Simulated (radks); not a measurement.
Numerical settings for the mercury ion Hg40+, [Kr] 4d4. All-electron calculation, non-relativistic Kohn-Sham, r2SCAN, spin-polarised, spherical densities, point nucleus; open shells are filled with parallel spins first (spin-orbit coupling, left out, can overturn this in heavy ions); meta-GGA in the generalised Kohn-Sham scheme; relativity is left out, which matters for an element this heavy. Program: a radial shooting solver on a logarithmic mesh with Libxc functionals. The defaults (mesh step 0.008 in ln r, mesh end at 40 bohr or more with all orbitals vanishing there, Anderson mixing 0.5 over 9 steps, residual threshold near 1e-9 with the energy settled to 1e-9 hartree or 1e-11 of itself, here a cap of 90 iterations) give E = -17417.709 hartree and 4d at -1888.5 eV in 10 iterations. Run on one thread of a shared host, so times are rough (Arm Neoverse V2): 0.11 s of CPU time, 0.11 s wall, 10 iterations on 2476 mesh points. One setting is changed at a time: mesh step in ln r 0.08; mesh step in ln r 0.012; mesh step in ln r 0.005; mesh end (bohr) 1; mesh end (bohr) 20; residual threshold 1e-05; residual threshold 0.01; mixing 0.05; linear mixing, mixing 0.5; linear mixing, mixing 1; mixing history 3; iteration cap 2. Which runs fail to converge, and which converge to a wrong energy?

Answer. Not converged within the cap: mesh step in ln r 0.08; iteration cap 2. Settings that end as converged yet miss the energy by more than 1 mhartree: mesh end (bohr) 1 (+0.188 hartree).
